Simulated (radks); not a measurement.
Results of a calculation; reference values are marked as such.
All-electron atom: the dysprosium ion Dy18+ in [Kr] 4d10 4f2. Level of theory: non-relativistic Kohn-Sham, LDA (Slater exchange, Perdew-Wang correlation), spin-unpolarised, spherical densities, point nucleus; relativity is left out, which matters for an element this heavy (a radial shooting solver on a logarithmic mesh with Libxc functionals).

Unscreened Slater integrals over Kohn-Sham orbitals (eV).

| integral | value |
|---|---|
| F0(4f,4f) | 43.189 |
| F2(4f,4f) | 22.317 |
| F4(4f,4f) | 14.420 |
| F6(4f,4f) | 10.504 |
| F0(4f,4d) | 43.058 |
| F2(4f,4d) | 21.668 |
| F4(4f,4d) | 14.115 |
| G1(4f,4d) | 24.327 |
| G3(4f,4d) | 16.046 |
| G5(4f,4d) | 11.575 |
| F0(4f,4p) | 43.447 |
| F2(4f,4p) | 22.146 |
| G2(4f,4p) | 18.816 |
| G4(4f,4p) | 13.408 |
| F0(4f,4s) | 43.714 |
| G3(4f,4s) | 15.693 |
| F0(4d,4d) | 43.428 |
| F2(4d,4d) | 22.273 |
| F4(4d,4d) | 15.048 |
| F0(4d,4p) | 43.777 |
| F2(4d,4p) | 22.647 |
| G1(4d,4p) | 28.404 |
| G3(4d,4p) | 18.042 |
| F0(4d,4s) | 44.013 |
| G2(4d,4s) | 22.007 |
| F0(4p,4p) | 44.213 |
| F2(4p,4p) | 23.267 |
| F0(4p,4s) | 44.452 |
| G1(4p,4s) | 30.313 |
| F0(4s,4s) | 44.710 |

Derived for the open shells (J is the average intra-shell exchange parameter used in DFT+U). 4f: F4/F2 = 0.646, F6/F2 = 0.471, J = (286 F2 + 195 F4 + 250 F6)/6435 = 1.837 eV.
